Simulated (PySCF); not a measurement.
Ionisation energy of In¹⁹⁺ by level of theory

In¹⁹⁺ [Ar] 3d10 4s2 → In²⁰⁺ [Ar] 3d10 4s1 [4s1/2^1, M_J = 1/2], as a difference of total energies. Calculation: PySCF 2.14, in an even-tempered Gaussian basis (18 s from 1.2 bohr⁻², ratio 2.8; 13 p from 1.5 bohr⁻², ratio 2.8; 8 d from 2.7 bohr⁻², ratio 2.8; 4 f from 7.2 bohr⁻², ratio 3); the two-component X2C-1e Hamiltonian. Correlated levels: [Ne] frozen; the 76 highest virtual spinors dropped. "Screened" scales the spin-orbit matrix elements by Boettger's factors to mimic the two-electron term; Breit and QED terms are absent.

```csv
method,ionisation energy (eV)
GHF (spin-free),557.11
GMP2 (spin-free),559.48
GHF (screened spin-orbit),557.09
GMP2 (screened spin-orbit),559.47
```

Task: How much does correlation contribute at GMP2 (screened spin-orbit)?

Result: 559.47 − (557.09) = 2.38 eV, measured against GHF (screened spin-orbit).

Breit and QED terms and the two-electron picture change are absent.

For comparison: 560 ± 4 eV (theoretical estimate listed by NIST; NIST Atomic Spectra Database, ionization energies).
